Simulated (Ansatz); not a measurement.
The same group exchange along the group B, Al, Ga, In.

Computed with Ansatz on PBE0-D4/def2-TZVP structures; ΔE is electronic, products minus reactants. CCSD(T)/CBS is the MP2 limit (def2-TZVPP, def2-QZVPP) plus CCSD(T) − MP2 in def2-TZVPP, frozen cores. This one scheme is used for every species. Functionals use def2-TZVPP. def2 core potentials past Kr. For Ga, In outer-core shells are correlated without core-valence functions, which leaves a few kJ/mol of doubt a bond. Scalar relativity is left out up to krypton. Each species was taken in one conformer, which may not be the lowest.

| reaction | HF/CBS(def2) (kJ/mol) | r2SCAN-D4 (kJ/mol) |
| --- | --- | --- |
| `B[SiH2][SiH3]` + `OCO` → `OC(O)[SiH2][SiH3]` + BH₃ | 22 | 28 |
| `[AlH2][SiH2][SiH3]` + `OCO` → `OC(O)[SiH2][SiH3]` + `[AlH3]` | 47 | 50 |
| `[SiH3][SiH2][GaH2]` + `OCO` → `OC(O)[SiH2][SiH3]` + `[GaH3]` | 58 | 60 |
| `[SiH3][SiH2][InH2]` + `OCO` → `OC(O)[SiH2][SiH3]` + `[InH3]` | 72 | 71 |

Question: Give the CCSD(T)/CBS values in the same order. (Estimate.)

Answer: Ansatz gave: 22, 47, 60, 74 kJ/mol.

Largest T1 diagnostic: 0.014, for `[InH3]`.
